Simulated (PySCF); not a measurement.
Geometry (Å), atoms numbered from 1 in this order:
```xyz
12

O     1.7795   -1.5864    0.7251
S     1.7037   -0.2787    0.0448
O     2.4397    0.8150    0.7099
O     1.8768   -0.3485   -1.4195
C    -0.0280    0.1942    0.2348
C    -1.1203   -0.5569   -0.2930
C    -2.3332    0.0118   -0.0166
S    -2.1554    1.4702    0.8911
C    -0.4355    1.3151    0.8980
H    -0.9791   -1.4799   -0.8564
H    -3.3256   -0.3413   -0.2965
H     0.2157    2.0405    1.3829
```

Total charge -1.

Geometry: PBE0-D3(BJ)/def2-SVP; GIAO absolute shieldings from PySCF, gas phase, non-relativistic, averaged over equivalent atoms.

At PBE0/pcSseg-1 (182 basis functions, 23 s wall time on 1 thread of an Arm Neoverse V2, shared host):
```tsv
atoms	σ (ppm)
O1/O3/O4	89.0
S2	184.1
S8	326.0
C5	17.3
C6	48.9
C9	58.1
C7	59.5
H10	23.98
H12	24.12
H11	24.95
```

**Question.** What do these become at wB97X-D/pcSseg-1?

**Answer.** 
```
   atoms  σ at wB97X-D/pcSseg-1  change
O1/O3/O4                   94.6    +5.6
      S2                  179.0    -5.1
      S8                  323.8    -2.2
      C5                   16.1    -1.2
      C6                   47.5    -1.4
      C9                   55.3    -2.8
      C7                   57.3    -2.2
     H10                  24.06   +0.08
     H12                  24.16   +0.04
     H11                  25.02   +0.07
```

The largest change is at O1/O3/O4 (oxygen of an anionic S–O group). Cost: 182 basis functions, 28 s wall time on 1 thread of an Arm Neoverse V2, shared host. The order of the carbon signals is the same at both levels.
